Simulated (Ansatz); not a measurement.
F3Ti (SMILES [F][Ti]([F])[F]), doublet, geometry from GFN2-xTB (such geometries of metal compounds can be far from the true shape) (the multiplicity is a formal guess).

The Ansatz (a first-principles code) input:
Ansatz 0.2 input:
```yaml
crystal:
  periodic: [false, false, false]
  atoms:
    - {symbol: Ti, position_ang: [-0.00000000, 0.00000000, 0.00000000]}
    - {symbol: F, position_ang: [-1.42869175, -0.90303614, 0.09992688]}
    - {symbol: F, position_ang: [-0.02387975, 1.54953530, -0.68190165]}
    - {symbol: F, position_ang: [1.45257150, -0.64649916, 0.58197477]}
basis:
  gaussian:
    orbitals: def2-SVP
hamiltonian:
  xc: hf
magnetization: {spin_polarized: true, initial_magnetization: 1}
```

Task: Predict the number of basis functions from HF/def2-SVP (Ansatz).

Result: 73

Task: What is the computed total energy (HF/def2-SVP)?

Result: -1146.5842 Eh

Task: What <S^2> does HF/def2-SVP give?

Result: 0.753
